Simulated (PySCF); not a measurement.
## UHF on Os (osmium, neutral)

Configuration: [Xe] 4f14 5d7 6s1, high-spin 5F determinant (an excited configuration). Computed with PySCF 2.14 in def2-TZVPPD with the def2 core potential (60 electrons) (6s5p3d2f1g, 59 functions), with a scalar-relativistic core potential.

* Total energy: -89.815741 hartree
* One-electron energy: -156.1889 hartree
* Hartree (Coulomb) energy: 75.2107 hartree
* Exchange energy: -8.8375 hartree
* ⟨S²⟩: 6.0049
* ⟨L²⟩: 12.052
* Sum of ⟨r⟩: 25.62 bohr
* Sum of ⟨r²⟩: 52.91 bohr²

```tsv
shell	electrons	mean orbital energy (hartree)	spread (hartree)	rms radius, mean of both spins (bohr)
5s α	1	-3.94455	0	1.10
5s β	1	-3.80425	0	1.10
5p α	3	-2.25442	0	1.28
5p β	3	-2.05801	0	1.28
5d α	5	-0.37883	0.03609	2.03
6s α	1	-0.29045	0	3.43
5d β	2	-0.28593	0	2.03
```

Energies and moments cover only the electrons outside the core potential. Spin-orbit coupling, absent here, splits the open shell strongly.
